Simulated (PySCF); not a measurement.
## How methods differ on the ionisation energy of Cu¹⁹⁺

Cu¹⁹⁺ [Ne] → Cu²⁰⁺ [He] 2s2 2p5 [2p1/2^2 2p3/2^3, M_J = 3/2], as a difference of total energies. Calculation: PySCF 2.14, in an even-tempered Gaussian basis (18 s from 4.6 bohr⁻², ratio 2.4; 12 p from 6 bohr⁻², ratio 2.4; 5 d from 28 bohr⁻², ratio 2.6; 5 f from 42 bohr⁻², ratio 2.6); the two-component X2C-1e Hamiltonian. Correlated levels: nothing frozen; the 34 highest virtual spinors dropped. "Screened" scales the spin-orbit matrix elements by Boettger's factors to mimic the two-electron term; Breit and QED terms are absent.

| method | ionisation energy (eV) |
| --- | --- |
| GHF (spin-free) | 1695.4 |
| GMP2 (spin-free) | 1696.9 |
| GHF (screened spin-orbit) | 1688.4 |
| GMP2 (screened spin-orbit) | 1689.8 |

Which method comes closest to the reference value, and which is furthest?

The reference is 1690.5 ± 0.9 eV (semi-empirical (NIST evaluation); NIST Atomic Spectra Database, ionization energies). Closest: GMP2 (screened spin-orbit) (error -0.700 eV); furthest: GMP2 (spin-free) (error 6.400 eV).
